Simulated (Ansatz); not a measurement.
`BCN=C=C` + `[SiH3][GaH][SH]` → `B[S][GaH][SiH3]` + `C=C=NC` at 500 K and 1 bar (ligand exchange at a B–C bond).

Program: Ansatz. Geometries: PBE0-D4/def2-TZVP. ΔE: electronic, gas phase. CCSD(T)/CBS is the MP2 limit (def2-TZVPP, def2-QZVPP) plus CCSD(T) − MP2 in def2-TZVPP, frozen cores. For Ga outer-core shells are correlated without core-valence functions, which leaves a few kJ/mol of doubt a bond. Scalar relativity is left out up to krypton. Each species was taken in one conformer, which may not be the lowest.

```tsv
species	CCSD(T)/CBS energy (Eh)	H − E (kJ/mol)	S (J/(mol·K))
`BCN=C=C`	-197.17509	260.2	387.0
`[SiH3][GaH][SH]`	-2613.82650	150.4	408.0
`B[S][GaH][SiH3]`	-2639.22992	194.5	447.0
`C=C=NC`	-171.80321	224.4	334.9
```

H − E and S are ideal-gas, rigid-rotor, harmonic terms from PBE0-D4/def2-TZVP, for one conformer and one mirror image of each species. 1 Eh = 2625.50 kJ/mol, R = 8.31446 J/(mol·K).

Task: By hand: ΔE, ΔH, ΔS and ΔG.

Result: ΔE = (-2639.22992) + (-171.80321) − (-197.17509) − (-2613.82650) = -0.03154 Eh = -82.8 kJ/mol. Δ(H − E) = 194.5 + 224.4 − 260.2 − 150.4 = 8.3, so ΔH = -74.5 kJ/mol. ΔS = 447.0 + 334.9 − 387.0 − 408.0 = -13.1 J/(mol·K). ΔG = -74.5 − 500 × (-13.1)/1000 = -68.0 kJ/mol.

Task: By hand: the equilibrium constant, and the temperature at which ΔG would vanish if ΔH and ΔS stayed fixed.

Result: log₁₀ K = −ΔG/(RT ln 10) = 7.1. ΔG = 0 at ΔH/ΔS = 5687 K, far beyond where these terms or the molecules hold.

The number of gas molecules stays the same, so ΔS is small and ΔH decides. A doubt of 5 kJ/mol in ΔE shifts log₁₀ K by 0.5 here. Other conformers and mirror images would add mixing entropy, several J/(mol·K) or more a flexible species. Modes under 60 cm⁻¹, often nearly free rotors, make the harmonic entropy too high. These are equilibria of isolated gas molecules and say nothing of rates. Largest T1 diagnostic: 0.014 (customary marks: 0.02 for closed shells, 0.045 for open ones).
